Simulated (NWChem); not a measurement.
Molecule: Si2NH5ClF; SMILES F[Si@@H]([SiH2]Cl)N

```xyz
10

N      1.6750    -1.2446    -0.2585
Si    -0.0206    -1.3891    -0.0602
F     -0.4976    -2.3199     1.1854
Si    -0.8386     0.7812     0.2944
Cl     0.5247     1.8120     1.5164
H      2.2195    -0.6562     0.3616
H      2.2315    -2.0002    -0.6405
H     -0.5710    -2.0275    -1.2833
H     -0.9347     1.5356    -0.9831
H     -2.1602     0.8258     0.9716
```
Atoms are numbered in this order, from 1.

All runs: NWChem. Geometry: optimised at B3LYP/6-31G* (spherical d). GIAO values for the isolated, static molecule; σ is the absolute isotropic shielding, δ = σ(reference) − σ with the isolated reference molecule computed at the same levels (1H: tetramethylsilane, 15N: ammonia, 29Si: tetramethylsilane).

| level | δ N1 (ppm) | δ Si2 (ppm) | δ Si4 (ppm) | σ Cl5 (ppm) | δ H6 (ppm) | δ H8 (ppm) | δ H9 (ppm) |
|---|---|---|---|---|---|---|---|
| PBE/pcSseg-1 | 50.2 | -18.9 | -24.2 | 1058.3 | 2.21 | 5.29 | 5.23 |
| BHandHLYP/pcSseg-1 | (withheld) | (withheld) | (withheld) | (withheld) | (withheld) | (withheld) | (withheld) |
| LDA (Slater exchange, VWN5)/pcSseg-1 | 57.9 | -13.1 | -20.8 | 1065.5 | 2.38 | 5.56 | 5.49 |

Task: Complete the blanks.

Result: 
- BHandHLYP/pcSseg-1, δ N1 (ppm): 38.5
- BHandHLYP/pcSseg-1, δ Si2 (ppm): -19.9
- BHandHLYP/pcSseg-1, δ Si4 (ppm): -22.8
- BHandHLYP/pcSseg-1, σ Cl5 (ppm): 1076.1
- BHandHLYP/pcSseg-1, δ H6 (ppm): 2.11
- BHandHLYP/pcSseg-1, δ H8 (ppm): 4.75
- BHandHLYP/pcSseg-1, δ H9 (ppm): 4.80
